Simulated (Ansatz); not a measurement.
`[OH][Al]([O][SiH3])[O][SiH3]`. Total charge 0; spin multiplicity 1.

```
atom   x (Å)   y (Å)   z (Å)
  O1  -2.122  -1.585   0.386
 Al2  -0.822  -0.564   0.066
  O3   0.402  -0.451   1.195
 Si4   1.406  -0.564   2.466
  O5  -0.748   0.324  -1.353
 Si6  -0.228   1.342  -2.508
  H7  -2.852  -1.691  -0.221
  H8   2.500   0.433   2.332
  H9   2.002  -1.925   2.530
 H10   0.671  -0.301   3.732
 H11  -1.242   2.406  -2.731
 H12   1.057   1.980  -2.115
 H13  -0.025   0.596  -3.778
```

(1) List the harmonic frequencies (cm⁻¹, unscaled) at PBE0-D4/def2-TZVP in Ansatz. (Best estimate.)

Answers

(1) Computed: 8i, 8, 22, 45, 59, 79, 213, 247, 296, 359, 449, 606, 695, 732, 735, 736, 737, 894, 955, 957, 957, 959, 981, 999, 1149, 1166, 2216, 2218, 2219, 2220, 2223, 2224, 3965.
